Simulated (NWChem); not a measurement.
# C2H3ClF2; SMILES CC(F)(F)Cl

```xyz
8

C     -1.3651    -0.9101     0.0000
C      0.0284    -0.3507     0.0000
F      0.7087    -0.7612    -1.0772
F      0.7087    -0.7612     1.0772
Cl     0.0214     1.4366     0.0000
H     -1.9018    -0.5747    -0.8959
H     -1.9018    -0.5747     0.8959
H     -1.2977    -2.0075     0.0000
```
Atoms are numbered in this order, from 1.

Computed with NWChem. Medium grid unless said otherwise, to which SCAN and Minnesota functionals are sensitive. Geometry: optimised at PBE0/def2-SVP. Total energies of different functionals are on different scales.

```
level                                   energy (Ha)  highest occupied level (eV)  orbital gap (eV)  dipole (D)
--------------------------------------  -----------  ---------------------------  ----------------  ----------
LDA (Slater exchange, VWN5)/def2-TZVPD    -734.5944                        -7.99              6.82        2.15
PBE/def2-TZVPD                            -737.5713                        -7.85              6.90        2.09
BLYP/def2-TZVPD                           -737.9914                        -7.73              6.81        2.09
TPSS/def2-TZVPD                           -738.0936                        -7.97              7.19        2.12
r2SCAN/def2-TZVPD                         -737.8916                        -8.19              7.57        2.16
B3LYP/def2-TZVPD                          -738.0635                            …                 …        2.16
PBE0/def2-TZVPD                           -737.6147                        -9.33              9.41        2.17
M06-2X/def2-TZVPD                         -737.9284                       -10.74             11.02        2.21
CAM-B3LYP/def2-TZVPD                      -737.9763                       -10.79             11.49        2.20
Hartree-Fock/def2-TZVPD                   -735.9973                       -12.83             14.45        2.33
```

Problem. Fill in the missing entries.

Solution. 
- B3LYP/def2-TZVPD, highest occupied level (eV): -9.07
- B3LYP/def2-TZVPD, orbital gap (eV): 8.83
